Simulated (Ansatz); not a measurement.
A nudged elastic band was laid between two geometries of BH7NOPSi (12 atoms, charge 0, multiplicity 1).

Computed with RKS PBE0/def2-SVP in Ansatz.

- movable images: 3
- climbing image: yes
- spring: 5.0 eV/Å²
- optimiser: quadratic models (default)
- start path: through a guess of the saddle point
- force threshold: 0.05 eV/Å
- iteration limit: 60
- end points: relaxed

Initial state:

```xyz
12
Properties=species:S:1:pos:R:3
B -0.730 1.309 1.592
N -0.857 1.244 0.200
P 0.348 0.891 -1.029
Si 0.783 -1.302 -0.614
O -0.346 -2.299 -1.327
H 0.332 1.045 2.107
H -1.692 1.641 2.247
H -1.751 1.499 -0.209
H 1.511 1.337 -0.333
H 2.162 -1.541 -1.156
H 0.724 -1.610 0.840
H -0.407 -2.269 -2.286
```

Final state:

```xyz
12
Properties=species:S:1:pos:R:3
B -0.766 1.284 1.590
N -0.809 1.277 0.192
P 0.481 1.039 -0.979
Si 0.801 -1.192 -0.785
O -0.395 -1.906 -1.702
H 0.278 1.044 2.155
H -1.778 1.541 2.200
H -1.690 1.505 -0.260
H 1.585 1.345 -0.127
H 2.174 -1.497 -1.306
H 0.715 -1.643 0.641
H -0.520 -2.852 -1.585
```

(1) Which bonds break or form, and what moves?

(2) Give the energies along the band, and the barrier.

(3) What is the geometry of the highest image?

Answers

(1) No bond is made or broken. The dihedral H10–Si4–O5–H12 goes from -56 to 75°.

(2) The run converged. The highest image is number 2 of 0 to 4, 0.038 eV above the first end and 0.025 eV above the last; the last end lies 0.013 eV above the first. Another band between the same ends (7 images) ends at a top of the same energy, where a vibrational analysis finds 1 clearly imaginary mode. So few images can step over the top or miss a turn of the path.

```tsv
image	path coordinate (Å)	energy (eV)	dihedral H10–Si4–O5–H12 (°)
0	0.00	0.000	-56
1	0.41	0.015	-30
2	0.83	0.038	11
3	1.22	0.021	50
4	1.61	0.013	75
```

(3) 
```xyz
12
Properties=species:S:1:pos:R:3:forces:R:3
B -0.771 1.362 1.604 -0.03 0.01 0.00
N -0.790 1.276 0.209 0.05 -0.01 -0.02
P 0.528 0.994 -0.924 -0.02 0.00 0.01
Si 0.738 -1.256 -0.702 0.00 -0.01 0.00
O -0.504 -1.983 -1.544 0.00 0.01 0.01
H 0.266 1.177 2.200 0.00 -0.01 -0.01
H -1.800 1.634 2.180 0.00 0.00 0.01
H -1.665 1.462 -0.273 -0.01 0.01 0.01
H 1.607 1.258 -0.027 0.00 0.00 0.00
H 2.068 -1.657 -1.271 0.00 0.00 0.00
H 0.671 -1.637 0.741 0.00 0.00 0.00
H -0.271 -2.684 -2.158 0.01 0.00 0.00
```

Time of the run: 110 s on 2 threads of AMD EPYC 9R45 96-Core Processor (Zen 5), with other jobs on the host, peak memory 0.29 GiB.
